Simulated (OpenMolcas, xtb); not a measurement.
How methods differ on GaCl2O (SMILES [O][Ga]([Cl])[Cl])

GaCl2O: 4 atoms, total charge 0, spin state doublet. As SMILES, `[O][Ga]([Cl])[Cl]`. The coordinates come from a PBE0-D4/def2-TZVP relaxation.

Quantity: the electronic atomisation energy, in eV. The values are calculated. Electronic energies at fixed atoms, without zero-point motion or spin-orbit coupling.

```
               level            kind     program  value (eV)  CPU time (all runs)
            GFN0-xTB  semi-empirical         xtb       15.37            under 2 s
     UHF/aug-cc-pVDZ    Hartree–Fock  OpenMolcas        7.27                 33 s
  USVWN5/aug-cc-pVDZ             LDA  OpenMolcas       12.48                 50 s
U-revPBE/aug-cc-pVDZ             GGA  OpenMolcas       10.07                 63 s
    UPBE/aug-cc-pVDZ             GGA  OpenMolcas       10.69                 68 s
   UTPSS/aug-cc-pVDZ        meta-GGA  OpenMolcas       10.49              2.3 min
  UB3LYP/aug-cc-pVDZ   global hybrid  OpenMolcas        9.93                 86 s
```

All-electron rows without a relativistic Hamiltonian named are non-relativistic. The values span 7.27 to 15.37 eV. The xTB rows lack spin polarisation, so open shells miss the exchange term that lowers them. CPU times are rough (shared hosts, several kinds of processor): they show what a rung costs within a factor of a few.
